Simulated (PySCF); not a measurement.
## Selenium: a sound run and one with changed settings

Sound run: Se+ [Ar] 3d10 4s2 4p3, Se(2+) [Ar] 3d10 4s2 4p2. Computed with PySCF 2.14 in cc-pVDZ-PP with ECP10MDF, with a scalar-relativistic core potential. The sound run starts from symmetry-adapted Hartree-Fock orbitals and uses a fine grid where one is needed.

A second run was set up differently.

| species | method | sound run (hartree) | changed run (hartree) | converged |
| --- | --- | --- | --- | --- |
| Se+ | UHF | -371.53218 | -371.53218 | yes |
| Se+ | r2SCAN | -372.63490 | -373.90213 | yes |
| Se+ | PBE0 | -372.72582 | -373.45110 | yes |
| Se(2+) | UHF | -370.76627 | -370.76627 | yes |
| Se(2+) | r2SCAN | -371.84305 | -373.10806 | yes |
| Se(2+) | PBE0 | -371.94113 | -372.67116 | yes |

Ionisation energy of Se+:

```tsv
method	sound run (eV)	changed run (eV)
UHF	20.842	20.842
r2SCAN	21.547	21.608
PBE0	21.352	21.223
```

Question: What was changed?
A. basis contracted for another Hamiltonian
B. radial grid too coarse
C. a valence shell is frozen
D. minimal basis

Answer: B. It used radial step 0.8 in ln r (0.13 in the sound run). A coarse radial grid mis-integrates the density and the exchange-correlation energy, with errors of either sign; Hartree-Fock needs no grid.
